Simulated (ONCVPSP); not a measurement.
## Varying the ONCV potential for Li

Base potential:

lithium, optimised norm-conserving Vanderbilt (ONCV), made with ONCVPSP 4.0.1 (PBE, scalar-relativistic). Core none, reference 1s2 2s1. Waves: 1s+2s: rc 0.95 bohr, ncon 3, nbas 6, qcut 13.9 1/bohr, 2 projectors; p scattering state at 0.02 Ha: rc 0.75 bohr, ncon 4, nbas 8, qcut 11.3 1/bohr, 2 projectors, debl 0.4 Ha. Local part: polynomial inside 0.50 bohr (lpopt 5, dvloc0 0 Ha). Core correction: none.

Cutoffs, loose and tight: the cutoffs (Ha) at which the residual kinetic energy of the hardest occupied pseudo-wave falls to 1 and 0.1 mHa per electron. They do not see the model core or the augmentation charge, which bear on the density cutoff. Test errors are all-electron minus pseudo excitation energies from the reference, over the configurations 1s2 2s0; 1s2 2s0.5; 1s2 2s0 2p1; 1s1 2s1. A dash means not determined; rows that change the core or the reference have their own tests.

```tsv
change	outcome	cutoff, loose	cutoff, tight	bound ghosts	GHOST(+) flags above zero	largest test error (meV)
base	generated	60 Ha	73 Ha	none	p	+400
s: rc 1.1	generated	48 Ha	58 Ha	none	p	+645
all radii scaled by about 1.28 (s 1.22, p 0.96 bohr); local potential polynomial inside 0.64 bohr (lpopt 5, dvloc0 0 Ha)	generated	43 Ha	51 Ha	none	none	+844
p: debl 4.05	generated	60 Ha	73 Ha	none	none	+400
local potential polynomial inside 0.50 bohr (lpopt 5, dvloc0 -3 Ha)	generated	60 Ha	73 Ha	none	p	+400
functional LDA (Perdew-Zunger)	generated	60 Ha	73 Ha	none	p	+373
s: qcut 19.7	generated	66 Ha	80 Ha	none	p	+335
```
